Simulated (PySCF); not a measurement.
C3H6BFN2, SMILES NCC#CB(F)N. Geometry: PBE-D3(BJ)/def2-SVP. The structure was generated by enumeration, and PubChem lists no compound with its InChIKey, so it may never have been made. One conformer was computed; it need not be the lowest.

Computed equilibrium geometry at PBE-D3(BJ)/def2-SVP (PySCF confirms it by a frequency run) as Cartesian coordinates in Å (one conformer of several):
```xyz
13

N     -3.1810    -0.6351     0.0860
C     -2.0626    -1.0322     0.9448
C     -0.7839    -0.5114     0.4634
C      0.2788    -0.0253     0.0773
B      1.6106     0.5638    -0.4105
N      2.8483     0.0177    -0.0243
F      1.6097     1.6407    -1.2324
H     -3.2490     0.3910     0.0728
H     -4.0583    -0.9730     0.5019
H     -2.0083    -2.1449     0.9584
H     -2.1521    -0.7318     2.0241
H      2.9247    -0.7941     0.5852
H      3.7378     0.4021    -0.3430
```
